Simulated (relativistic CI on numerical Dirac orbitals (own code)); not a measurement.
What each ingredient does to the levels of Mo10+

Base calculation: Dirac-Coulomb-Breit CI, separate exchange-only KLI orbitals for each configuration, a model potential for QED, unscaled Slater integrals.

Configurations in the expansion (outside the closed core [Ar] 3d10): 4s2.4p2, 4s.4p3, 4p4, 4s2.4p.4d, 4s.4p2.4d, 4s2.4p.4f, 4s.4p2.4f, 4p3.4d, 4s2.4p.5s, 4s.4p.4d2, 4s2.4p.5p, 4s2.4d.4f, 4s2.4d2, 4s.4d3, 4s.4d2.4f, 4p2.4d2, 4p.4d3, 4p.4d2.4f, 4p.4d2.5s, 4s2.4f2, 4s.4d.4f2, 4s.4f3, 4s2.4d.5s, 4s.4d2.5s, 4s.4d.4f.5s. Double excitations out of closed p, d and f shells are left out; levels of such configurations are missing from the list, as are those of other unlisted configurations, and high levels can miss mixing partners. These lack a partner that the ground configuration has and come out too high: 4s2.4p.5p.

Variants: (1) P86 correlation estimate; (2) one mean potential for all configurations; (3) only the first 3 configurations. Shifts of the energy above 4s2.4p2 3P_0, in cm⁻¹, for the lowest level and the first level of each name with at least 55 % of one term (blank where a level changes its place among those of its configuration and J or its character, or is not in the variant):

| Level | Base | Δ(1) | Δ(2) | Δ(3) |
| --- | --- | --- | --- | --- |
| 4s2.4p2 3P_0 | 0 | 0 | 0 | 0 |
| 4s2.4p2 3P_1 | 16941 | +1 | -5 | +680 |
| 4s2.4p2 3P_2 | 26831 | +8 | -7 | +1395 |
| 4s2.4p2 1D_2 | 54693 | +23 | -16 | +2735 |
| 4s2.4p2 1S_0 | 86984 | +11 | -52 | -3144 |
| 4s.4p3 5S°_2 | 194125 | +429 | -20 | -8131 |
| 4s.4p3 3D°_1 | 247758 | +507 | -33 | +12604 |
| 4s.4p3 3D°_2 | 248544 | +504 | -32 | +11931 |
| 4s.4p3 3D°_3 | 255164 | +507 | -28 | +12847 |
| 4s.4p3 3P°_0 | 283356 | +487 | -44 | +7690 |
| 4s.4p3 3P°_1 | 285705 | +491 | -43 | +8717 |
| 4s.4p3 3P°_2 | 288367 | +513 | -42 | +10935 |
| 4s.4p3 1D°_2 | 320666 | +648 | -47 | +36478 |
| 4s.4p3 3S°_1 | 343757 | +478 | -50 | +11558 |

At this charge energies of transitions that change n are usually good to better than 1 %, and those within a shell (Δn = 0) to a few per cent.

Ionisation energy from the two ground configurations alone: base 208.13 eV; P86 correlation estimate 209.476 eV. The NIST ASD value (theoretical) is 209.3 eV.

LS names give the leading component of a level, which can be under half, so a name can repeat, a term be missing and a line seem to break the LS rules.
